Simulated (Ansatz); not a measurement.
Cost and result for the atomization energy of C2H2Te, SMILES `C1=C[Te]1` (5 atoms, 5 bonds).

Charge 0, multiplicity 1. Correlated methods include outer-core shells of Te, which these sets cover unevenly. Te: def2 effective core potential. All single points use the PBE0-D4/def2-TZVP geometry. Program: Ansatz. All runs use 2 threads of an Arm Neoverse V1 on a shared host. Times are those of one run each, without the atoms' runs, and a repeat can differ threefold. Electronic energies, without spin–orbit coupling; frozen cores. CCSD(T)/CBS adds CCSD(T) − MP2 in def2-TZVPP to the MP2 limit, and its time is that of the two runs behind it. T1 = 0.011. With those shells the extrapolation isn't a true limit. B3LYP takes the VWN-RPA correlation (the form of Gaussian; ORCA's B3LYP/G). HSE06 is the plane-wave form, built on full-range PBE exchange.

CCSD(T)/CBS is a level of theory with its own doubt, some kJ/mol a heavy atom from the limit and from the frozen cores, so smaller differences don't rank the functionals.

```csv
level,functions,atomization (kcal/mol),difference from CCSD(T)/CBS,per bond
r2SCANh-D4/def2-TZVPP,140,420.2,-6.5,-1.3
ωB97M-V/def2-TZVPP (with forces),140,422.1,-4.6,-0.9
HSE06-D4/def2-TZVPP,140,429.3,2.6,0.5
BLYP-D4/def2-TZVPP,140,428.7,2.0,0.4
B3LYP-D4/def2-TZVPP (with forces),140,423.7,-3.0,-0.6
r2SCAN-D4/def2-TZVPP (with forces),140,424.9,-1.8,-0.4
LDA (SPW92)/def2-TZVPP,140,502.9,76.2,15.2
CCSD(T)/def2-TZVPP,140,410.8,-15.9,-3.2
CCSD(T)/def2-SVP,64,393.6,-33.1,-6.6
CCSD(T)/CBS(def2),–,426.7,0.0,0.0
MP2/def2-QZVPP,256,434.6,7.9,1.6
BHLYP-D4/def2-TZVPP,140,402.0,-24.7,-4.9
ωB97X-V/def2-TZVPP,140,421.8,-4.9,-1.0
```

Task: Order the runs by time, with rough figures. (An estimate is asked.)

Result: Ansatz gave: LDA (SPW92)/def2-TZVPP 0.8 s; BLYP-D4/def2-TZVPP 1.4 s; CCSD(T)/def2-SVP 1.7 s; HSE06-D4/def2-TZVPP 2 s; B3LYP-D4/def2-TZVPP (with forces) 2.2 s; BHLYP-D4/def2-TZVPP 2.2 s; r2SCANh-D4/def2-TZVPP 3.1 s; r2SCAN-D4/def2-TZVPP (with forces) 3.2 s; ωB97X-V/def2-TZVPP 5.5 s; ωB97M-V/def2-TZVPP (with forces) 6.5 s; MP2/def2-QZVPP 8 s; CCSD(T)/def2-TZVPP 24 s; CCSD(T)/CBS(def2) 32 s.

From PBE to PBE0 (25 % exact exchange), in def2-TZVPP and without D4, the atomization energy moves by −15.0 kcal/mol: exact exchange takes away binding that semilocal exchange gives to molecules. In def2-TZVPP, CCSD(T) changes the Hartree–Fock value by +134.8 kcal/mol (the triples alone add +12.8 kcal/mol) and MP2 by +149.1 kcal/mol; breaking electron pairs costs correlation energy, which Hartree–Fock lacks. At CCSD(T), def2-SVP lies −33.1 kcal/mol from the extrapolated value and def2-TZVPP −15.9 kcal/mol: correlation converges slowly with the basis, and small sets miss more of it in the bonded molecule than in its fragments.

Spin–orbit coupling would lower the free Te atoms strongly, and the atomization energy with them, by more than many differences here.
